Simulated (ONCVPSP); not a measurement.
**Varying the ONCV potential for Sb (Z = 51)**

Base potential:

- Element: antimony (Sb)
- Generator: ONCVPSP 4.0.1
- Type: optimised norm-conserving Vanderbilt (ONCV)
- Functional: PBE
- Relativity: scalar-relativistic
- Frozen core: [Ar] 3d10
- Valence charge: 23
- Reference configuration: 4s2 4p6 4d10 5s2 5p2 (charge +1)
- Partial waves: 4s+5s: rc 1.25 bohr, ncon 3, nbas 8, qcut 11.5 1/bohr, 2 projectors; 4p+5p: rc 1.45 bohr, ncon 4, nbas 8, qcut 7.6 1/bohr, 2 projectors; 4d: rc 1.10 bohr, ncon 4, nbas 7, qcut 7.9 1/bohr, 2 projectors, debl 2.6 Ha
- Local potential: polynomial inside 0.75 bohr (lpopt 5, dvloc0 2 Ha)
- Core correction: Teter function, fcfact 3.75, rcfact 1.7

All-electron outer shells of the reference configuration (PBE, scalar-relativistic, ld1.x):

| shell | level (eV) | outermost node (bohr) | outermost maximum (bohr) |
| --- | --- | --- | --- |
| 3p | -758.95 | 0.13 | 0.29 |
| 3d | -524.42 | – | 0.24 |
| 4s | -157.36 | 0.39 | 0.73 |
| 4p | -110.31 | 0.39 | 0.76 |
| 4d | -42.01 | 0.38 | 0.84 |
| 5s | -20.64 | 0.95 | 1.88 |
| 5p | -11.99 | 1.04 | 2.24 |

Cutoffs, loose and tight: the cutoffs (Ha) at which the residual kinetic energy of the hardest occupied pseudo-wave falls to 1 and 0.1 mHa per electron. They do not see the model core or the augmentation charge, which bear on the density cutoff. Test errors are all-electron minus pseudo excitation energies from the reference, over the configurations 4s2 4p6 4d10 5s2 5p3; 4s2 4p6 4d10 5s2 5p1; 4s2 4p6 4d10 5s2 5p0; 4s2 4p6 4d10 5s1 5p0. A dash means not determined; rows that change the core or the reference have their own tests.

A true bound ghost makes a file unfit for plane-wave use even where its test errors are small: the radial tests pick states by their node count and pass the ghost by.

```csv
change,outcome,"cutoff, loose","cutoff, tight",bound ghosts,GHOST(+) flags above zero,largest test error (meV)
base,generated,121 Ha,145 Ha,none,s,-24
"local potential polynomial inside 0.75 bohr (lpopt 5, dvloc0 9 Ha)",generated,121 Ha,145 Ha,none,s,-24
"core [Kr], valence charge 15; reference 4d10 5s2 5p2.5; waves now 5s: rc 1.90 bohr, ncon 4, nbas 7, qcut 3.2 1/bohr, 2 projectors, debl 3.2 Ha; 5p: rc 2.30 bohr, ncon 5, nbas 10, qcut 3.9 1/bohr, 1 projector; 4d: rc 1.45 bohr, ncon 4, nbas 8, qcut 9.4 1/bohr, local; local potential the d channel",generated,37 Ha,43 Ha,"s, p",none,-9.6
"core correction Teter function, fcfact 3.5, rcfact 1",generated,121 Ha,145 Ha,none,s,-22
"core correction Teter function, fcfact 3.75, rcfact 1.3",generated,121 Ha,145 Ha,none,s,-22
d: nproj 1,generated,121 Ha,145 Ha,none,s,-23
"p: ncon 5, nbas 9",generated,121 Ha,145 Ha,none,s,-23
s: qcut 7.4; p: qcut 4.9; d: qcut 5.1,generated,142 Ha,175 Ha,none,"s, p, d",-26
"local potential polynomial inside 0.90 bohr (lpopt 1, dvloc0 0 Ha)",generated,121 Ha,145 Ha,none,"s, d",-23
```

Task: What comes out with this change to the base: reference 4s2 4p6 4d10 5s2; wave 4p+5p: rc 1.45 bohr, ncon 4, nbas 8, qcut 7.6 1/bohr, 2 projectors becomes 4p: rc 1.45 bohr, ncon 4, nbas 8, qcut 7.6 1/bohr, 2 projectors, debl 0.7 Ha?

Result: outcome: generated, projector energies reset by the program; cutoff, loose: 121 Ha; cutoff, tight: 145 Ha; bound ghosts: none; GHOST(+) flags above zero: s; largest test error (meV): +13.
